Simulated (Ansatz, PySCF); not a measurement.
In(NCO)(OMe)2 (C3H6InNO3), SMILES C[O][In]([N]=C=O)[O]C.

Geometry: B3LYP-D3(BJ)/def2-SVP. The def2 effective core potentials stand for the cores of In; spin–orbit coupling is left out. One conformer was computed; it need not be the lowest.

Vertical ionisation energy (IE) and electron affinity (EA) in eV. Rows of orbital energies are one-electron estimates. Where ΔSCF, EOM or ADC give a negative EA the extra electron is unbound and the value depends on the basis.

```json
[
 {"level": "−ε(HOMO), −ε(LUMO), PBE/def2-SVP (PySCF)", "IE": "6.19", "EA": "3.04"},
 {"level": "ΔSCF, PBE0/def2-SVPD (Ansatz), final states of multiplicity 2 and 2", "IE": "9.78", "EA": "0.81"}
]
```

What vertical singlet–triplet gap does ΔSCF give with PBE0/def2-SVPD (Ansatz, a quantum-chemistry and plane-wave program)? (The exact figures need the calculation; the answer reports its results.)

3.91 eV (triplet above singlet where positive).
